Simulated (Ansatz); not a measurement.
Consider the ligand exchange at the Si–C bond: `CC([SiH3])=C=N` + `BNC=C` → `BN([SiH3])C=C` + `CC=C=N`.

Computed with Ansatz on PBE0-D4/def2-TZVP structures; ΔE is electronic, products minus reactants. CCSD(T)/CBS is the MP2 limit (def2-TZVPP, def2-QZVPP) plus CCSD(T) − MP2 in def2-TZVPP, frozen cores. DFT in def2-TZVPP. B3LYP here is the variant with VWN-RPA as its local correlation; programs differ in this. Each species was taken in one conformer, which may not be the lowest.

`CC([SiH3])=C=N`:

```xyz
12

C     1.045   -1.180   -0.324
C    -0.043   -0.159   -0.095
Si    0.369    1.590    0.366
C    -1.311   -0.455   -0.207
N    -2.490   -0.675   -0.426
H     1.651   -1.317    0.576
H     0.633   -2.151   -0.605
H     1.717   -0.856   -1.124
H     1.151    1.619    1.634
H    -0.883    2.370    0.538
H     1.211    2.215   -0.691
H    -3.048   -1.002    0.359
```

`BNC=C`:

Cartesian coordinates in Å:
```
B 1.361 1.097 -0.651
N 0.110 0.530 -0.407
C -0.156 -0.556 0.420
C -1.358 -1.078 0.636
H 2.318 0.625 -0.110
H 1.430 2.032 -1.391
H -0.709 0.915 -0.856
H 0.730 -0.961 0.897
H -2.250 -0.680 0.164
H -1.476 -1.925 1.297
```

`BN([SiH3])C=C`:

```xyz
13

B     0.481   -1.801    0.546
N     0.136   -0.491    0.162
Si    0.287    0.857    1.292
C    -0.338   -0.241   -1.136
C    -0.697    0.942   -1.623
H     0.363   -2.686   -0.251
H     0.883   -2.000    1.654
H     1.222    1.870    0.741
H     0.802    0.309    2.564
H    -1.039    1.494    1.493
H    -0.395   -1.132   -1.754
H    -0.657    1.859   -1.046
H    -1.049    1.019   -2.643
```

`CC=C=N`:

```xyz
9

C     0.924    0.846   -0.346
C     0.154   -0.027    0.598
C    -0.944   -0.657    0.277
N    -2.032   -1.144    0.009
H     1.940    0.468   -0.497
H     0.437    0.901   -1.320
H     1.008    1.864    0.045
H     0.517   -0.164    1.612
H    -2.006   -2.086   -0.378
```

```json
{"level": "B3LYP", "ΔE (kcal/mol)": "-1.3"}
{"level": "CCSD(T)/def2-TZVPP", "ΔE (kcal/mol)": "-3.4"}
```

**Question.** What does CCSD(T)/CBS give? (Estimate.)

**Answer.** The calculation gave: -3.4 kcal/mol. The listed levels differ from it by 2.1, 0.0 kcal/mol.

Largest T1 diagnostic among the species: 0.014.

At CCSD(T), def2-SVP lies +1.9 kcal/mol from the extrapolated value and def2-TZVPP −0.0 kcal/mol. From BLYP to BHLYP (50 % exact exchange), in def2-TZVPP and without D4, ΔE moves by −2.0 kcal/mol.
